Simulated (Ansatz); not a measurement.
One change: `NBOCF` becomes `CNBOCF`.

Ansatz, PBE0-D4/def2-TZVP geometries, multiplicity 1. Each molecule was computed in one conformer, which needn't be the lowest.

```tsv
property	`NBOCF`
HOMO energy (PBE0/def2-TZVPP) / eV	-8.13
LUMO energy (B3LYP/def2-TZVPP) / eV	0.70
size of the dipole moment (ωB97M-V/def2-TZVPP) / D	2.14
size of the dipole moment (PBE/def2-TZVPP) / D	2.13
HOMO–LUMO gap (PBE0/def2-TZVPP) / eV	9.09
LUMO energy (PBE0/def2-TZVPP) / eV	0.97
```

(1) What does the change do to each property? (Estimate.)

Results:

(1) The calculation gave: 
```csv
property,`CNBOCF`,shift
HOMO energy (PBE0/def2-TZVPP) / eV,-7.53,0.60
LUMO energy (B3LYP/def2-TZVPP) / eV,0.48,-0.22
size of the dipole moment (ωB97M-V/def2-TZVPP) / D,1.93,-0.21
size of the dipole moment (PBE/def2-TZVPP) / D,1.93,-0.20
HOMO–LUMO gap (PBE0/def2-TZVPP) / eV,8.30,-0.79
LUMO energy (PBE0/def2-TZVPP) / eV,0.77,-0.20
```

With PBE0 the HOMO rises by 0.60 eV and the LUMO falls by 0.20 eV, so the gap narrows by about 0.80 eV. PBE moves the HOMO by 0.51 eV and ωB97M-V by 0.64 eV. Dipoles are sizes alone; their direction can turn.

B3LYP here is the variant with VWN-RPA as its local correlation; programs differ in this.
